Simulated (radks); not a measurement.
Correlation energies from several functionals, in hartree. Species: Al2+ [Ne] 3s1; Ca+ [Ar] 4s1; C3+ [He] 2s1. All-electron calculation, non-relativistic Kohn-Sham, exchange-only B88, spin-polarised, spherical densities, point nucleus. Program: a radial shooting solver on a logarithmic mesh with Libxc functionals. Every spin shell is full or empty, so the densities are truly spherical. Functionals are evaluated on that one density, not self-consistently.

functional,Al2+,Ca+,C3+
PW92,-0.87679,-1.5354,-0.20311
VWN5,-0.88130,-1.5426,-0.20410
Chachiyo,-0.86105,-1.5091,-0.19951
PBE,-0.39175,-0.74839,-0.056302
PBEsol,-0.46370,-0.87012,-0.072659
P86,-0.44061,-0.85533,-0.061332
PW91,-0.43382,-0.82066,-0.067556
AM05,-0.79062,-1.3970,-0.17774
OP (B88),-0.43129,-0.77408,-0.075874
TPSS,-0.39322,-0.75108,-0.054500
SCAN,-0.38974,-0.74267,-0.054658
B95,-0.46206,-0.88649,-0.073093
Tao-Mo,-0.35396,-0.69316,-0.039186
